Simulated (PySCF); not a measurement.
Harmonic spectrum computed at PBE0 in the def2-TZVP basis family (core potentials from Rb on, PySCF, no spin–orbit coupling):

```json
{"symmetry": "π", "ω (cm⁻¹)": "179", "IR (km/mol, summed over degenerate members)": "86.1"}
{"symmetry": "σ+", "ω (cm⁻¹)": "552", "IR (km/mol, summed over degenerate members)": "0.0"}
{"symmetry": "σ+", "ω (cm⁻¹)": "968", "IR (km/mol, summed over degenerate members)": "155"}
```

**Question.** Which molecule gave it? In each, all ligands are bound to the one heavy central atom.
A. AsSF (singlet)
B. InSF (singlet)
C. GaSF (singlet)
D. AlSF (singlet)

**Answer.** D. It has C∞v symmetry with Al–F 1.631 Å, Al–S 1.996 Å.
